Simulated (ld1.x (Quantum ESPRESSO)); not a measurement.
u(r) = r·R(r): atom against pseudo-atom (Ca)

Columns: radius, all-electron u(r) and pseudo u(r) of the 4p shell (level -1.44 eV) of calcium in the configuration [Ar] 3d0 4s2 4p0; LDA (PZ), scalar-relativistic, TM scheme, ld1.x (Quantum ESPRESSO) 7.5.

| r (bohr) | all-electron | pseudo |
| --- | --- | --- |
| 0.173 | 0.1037 | 0.0017 |
| 0.345 | 0.0443 | 0.0067 |
| 0.518 | -0.0710 | 0.0150 |
| 0.690 | -0.1524 | 0.0264 |
| 0.862 | -0.1842 | 0.0406 |
| 1.035 | -0.1749 | 0.0577 |
| 1.208 | -0.1382 | 0.0773 |
| 1.380 | -0.0862 | 0.0990 |
| 1.553 | -0.0265 | 0.1230 |
| 1.725 | 0.0346 | 0.1487 |
| 1.898 | 0.0945 | 0.1764 |
| 2.070 | 0.1506 | 0.2055 |
| 2.242 | 0.2021 | 0.2360 |
| 2.415 | 0.2489 | 0.2675 |
| 2.588 | 0.2905 | 0.2993 |
| 2.760 | 0.3268 | 0.3302 |
| 2.932 | 0.3583 | 0.3592 |
| 3.105 | 0.3852 | 0.3853 |
| 3.278 | 0.4077 | 0.4077 |
| 3.450 | 0.4259 | 0.4259 |
| 3.623 | 0.4404 | 0.4404 |
| 3.795 | 0.4513 | 0.4513 |
| 3.968 | 0.4590 | 0.4590 |
| 4.140 | 0.4636 | 0.4636 |
| 4.312 | 0.4657 | 0.4657 |
| 4.485 | 0.4654 | 0.4654 |

(1) How many radial nodes do the two functions have?

(2) At about which radius was the pseudo-wave matched?

(3) Is the pseudo-wave norm-conserving?

Results:

(1) The all-electron 4p function has n − l − 1 = 2; the pseudo-wave has 0, since the states of the same l below it are removed with the core.

(2) 3.45 bohr. The columns agree to 0.0005 from 3.10 bohr on; several derivatives are matched, so the curves merge somewhat inside the radius.

(3) Yes: the TM scheme keeps the norm inside the radius equal to the all-electron one, which fixes the energy derivative of the logarithmic derivative at the level.
